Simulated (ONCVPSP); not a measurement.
# Tl, ONCV: configuration errors across variants

* Element: thallium
* Generator: ONCVPSP 4.0.1
* Type: optimised norm-conserving Vanderbilt (ONCV)
* Functional: PBE
* Relativity: scalar-relativistic
* Frozen core: [Xe] 4f14 5d10
* Valence charge: 3
* Reference configuration: 6s1.5 6p1.5
* Partial waves: 6s: rc 1.90 bohr, ncon 4, nbas 7, qcut 2.8 1/bohr, 3 projectors, debl 3.1 Ha; 6p: rc 1.90 bohr, ncon 4, nbas 8, qcut 3.8 1/bohr, local
* Local potential: the p channel
* Core correction: polynomial model core, fcfact 0.4

All-electron excitation energies from the reference (eV): (1) 6s2 6p1 -3.646; (2) 6s2 6p0 1.521; (3) 6s1 6p0 22.301; (4) 6s2 6p0.5 -1.793.

3 further variants failed, have other tests or too few solved ones, and are left out.

A true bound ghost makes a file unfit for plane-wave use even where its test errors are small: the radial tests pick states by their node count and pass the ghost by.

Errors AE − PS in meV (a dash: test not solved or not reliable):

```csv
change,(1),(2),(3),(4),bound ghosts,GHOST(+) flags above zero
base,-8.4,-4.4,-251,-1.3,s,s
s: qcut 1.9; p: qcut 2.6,-8.7,-4.9,-252,-1.7,none,s
s: qcut 2.1; p: qcut 2.9,-8.7,-4.8,-251,-1.6,none,none
s: qcut 2.5; p: qcut 3.4,-8.5,-4.6,-251,-1.5,none,s
p: qcut 3.9,-8.4,-4.4,-251,-1.2,s,s
```

**Question.** Give the same row for: s: qcut 3.1; p: qcut 4.2.

**Answer.** -8.2, -4.1, -251, -1.0; bound ghosts: s; GHOST(+) flags above zero: s.
